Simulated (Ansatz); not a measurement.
Ansatz results at the PBE0-D4/def2-TZVP geometry: ideal-gas entropy at 298 K and 1 bar (rigid rotor, harmonic PBE0-D4/def2-TZVP) 293 J/(mol·K); size of the dipole moment (PBE/def2-TZVPP) 1.25 D; size of the dipole moment (B3LYP/def2-TZVPP) 1.28 D.

Each molecule was computed in one conformer, which needn't be the lowest.

(1) Which molecule gave them?
A. `O[SiH]Cl`•
B. `Cl[Si](Cl)I`•
C. `[F][SnH][O][SiH3]`•
D. `C[O][Ga][CH3]`•

Results:

(1) A. The others give `C[O][Ga][CH3]`•: 368, 0.67, 0.89; `[F][SnH][O][SiH3]`•: 377, 2.43, 2.67; `Cl[Si](Cl)I`•: 350, 0.44, 0.55.

B3LYP here is the variant with VWN-RPA as its local correlation; programs differ in this.
